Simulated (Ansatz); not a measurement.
One change: `Cl[SiH2]N[Si](Cl)(Cl)Cl` becomes `N[Si](Cl)(Cl)Cl`.

Ansatz, PBE0-D4/def2-TZVP geometries, multiplicity 1. Each molecule was computed in one conformer, which needn't be the lowest.

```
                                          property  `Cl[SiH2]N[Si](Cl)(Cl)Cl`
                LUMO energy (PBE0/def2-TZVPP) / eV                      -0.06
  size of the dipole moment (B3LYP/def2-TZVPP) / D                       1.86
             LUMO energy (ωB97M-V/def2-TZVPP) / eV                       1.67
               LUMO energy (B3LYP/def2-TZVPP) / eV                      -0.31
               HOMO energy (B3LYP/def2-TZVPP) / eV                      -8.38
size of the dipole moment (ωB97M-V/def2-TZVPP) / D                       1.85
```

(1) Give the same properties after the change, and the shifts. (Estimate.)

Results:

(1) Computed: 
```json
{"property": "LUMO energy (PBE0/def2-TZVPP) / eV", "`N[Si](Cl)(Cl)Cl`": "0.23", "shift": "0.29"}
{"property": "size of the dipole moment (B3LYP/def2-TZVPP) / D", "`N[Si](Cl)(Cl)Cl`": "2.40", "shift": "0.54"}
{"property": "LUMO energy (ωB97M-V/def2-TZVPP) / eV", "`N[Si](Cl)(Cl)Cl`": "1.98", "shift": "0.31"}
{"property": "LUMO energy (B3LYP/def2-TZVPP) / eV", "`N[Si](Cl)(Cl)Cl`": "-0.07", "shift": "0.24"}
{"property": "HOMO energy (B3LYP/def2-TZVPP) / eV", "`N[Si](Cl)(Cl)Cl`": "-8.07", "shift": "0.31"}
{"property": "size of the dipole moment (ωB97M-V/def2-TZVPP) / D", "`N[Si](Cl)(Cl)Cl`": "2.40", "shift": "0.55"}
```

Dipoles are sizes alone; their direction can turn.

B3LYP here is the variant with VWN-RPA as its local correlation; programs differ in this.
